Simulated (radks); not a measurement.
Question: All-electron atom: the selenium ion Se4+ in [Ar] 3d10 4s2 (the NIST ground configuration). Calculated with a radial shooting solver on a logarithmic mesh with Libxc functionals: non-relativistic Kohn-Sham, PBE, spin-unpolarised, spherical densities, point nucleus. Some entries of the table are withheld. Estimate them.

orbital  occ.  eigenvalue (eV)  <r> (bohr)  r(max) (bohr)
1s          2              (1)     0.04499            (2)
2s          2        -1613.623         (3)         0.1681
2p          6        -1454.346      0.1728         0.1333
3s          2        -257.3950         (4)            (5)
3p          6              (6)      0.5931         0.5042
3d         10        -105.4815      0.6212         0.4514
4s          2         -60.7866       1.613          1.443

Answer: 
(1) 1s eigenvalue (eV): -12353.90
(2) 1s r(max) (bohr): 0.02971
(3) 2s <r> (bohr): 0.2000
(4) 3s <r> (bohr): 0.5844
(5) 3s r(max) (bohr): 0.5116
(6) 3p eigenvalue (eV): -202.5720
